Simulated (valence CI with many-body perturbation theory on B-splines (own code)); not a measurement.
# Ag42+: one-electron terms

Computed by valence CI with perturbative core correlation (CI+MBPT): three valence electrons over a frozen Dirac-Fock core [He], a basis of 11 s, 11 p, 9 d, 7 f, 5 g, 2 h, 1 i functions for each j, with the one-electron correlation potential Σ1, the two-electron term Σ2, the three-electron term Σ3, Breit, model QED; selected CI, second order for the rest (own B-spline code, finite nucleus).

No measured spectrum was set against this ion. As an estimate, large intervals hold to a few tenths of a per cent, small ones and those within an open d or f shell to about a per cent.

These are the spectroscopic orbitals of the CI (the correlating ones are not listed), shaped by the core and the other valence electrons. h is the expectation value of the core's Dirac-Fock operator, without the valence repulsion; Σ1 is computed up to l = 3 at one energy for each symmetry, that of its lowest orbital but kept below the first core excitation, so for empty shells it is not the orbital's own correlation shift; Breit and QED include the response of the core.

```
Orbital  h (hartree)  Σ1 (cm⁻¹)  Breit (cm⁻¹)  QED (cm⁻¹)  ⟨r⟩ (bohr)
  2s1/2      -267.43      -1350         28387       29688      0.1273
  3s1/2      -117.15       -331          7967        8627      0.2934
  4s1/2      -65.299       -129          3197        3535      0.5306
  5s1/2      -41.545      -63.9          1605        1785      0.8367
  2p1/2      -263.74      -3237         56431        -737      0.1067
  3p1/2       -116.1       -717         15345        -266      0.2748
  4p1/2      -64.869       -274          6189        -114      0.5135
  5p1/2      -41.327       -135          3105       -58.3      0.8212
  2p3/2       -256.1      -2661         22672        2354      0.1111
  3p3/2      -113.84       -589          6135         618      0.2810
  4p3/2      -63.917       -226          2681         250      0.5216
  5p3/2      -40.841       -111          1348         126      0.8312
  3d3/2      -113.42       -280           562        -104      0.2380
  4d3/2      -63.743       -119           307       -35.9      0.4798
  5d3/2      -40.753      -61.0           161       -16.8      0.7908
  3d5/2      -112.74       -261           182         225      0.2402
  4d5/2      -63.452       -110          98.9         102      0.4824
  5d5/2      -40.604      -56.6          49.6        53.9      0.7940
  4f5/2      -63.414      -23.8           3.4       -36.0      0.4154
  5f5/2      -40.586      -13.4           2.8       -17.9      0.7277
  4f7/2      -63.272      -23.2           0.9        31.2      0.4168
  5f7/2      -40.513      -13.0           0.8        16.7      0.7293
  5g7/2      -40.507                      0.0       -11.3      0.6372
  5g9/2      -40.464                      0.0         9.1      0.6383
```

Among the shells of the start configuration 2s2 2p1, Σ1 is largest in size for 2p1/2, where it is 0.0056 % of h.

Lowest root of each symmetry, sizes in configuration state functions:

```tsv
J	Parity	Roots	Reference	Variational	Second order	Change by selected CI (cm⁻¹)	Change by second order (cm⁻¹)
1/2	even	16	50	9814	10046	-8868	0
3/2	even	19	70	15564	15442	-5346	-1
5/2	even	15	66	16890	16212	-8406	-1
7/2	even	5	41	11949	21869	-6541	-4
9/2	even	2	23	6869	10117	-12093	-2
1/2	odd	15	48	9540	10329	-9091	0
3/2	odd	21	72	15661	16521	-8708	-1
5/2	odd	13	62	16555	19320	-14406	-1
7/2	odd	6	43	12247	13101	-10584	-2
9/2	odd	2	20	7340	16445	-6805	-3
```
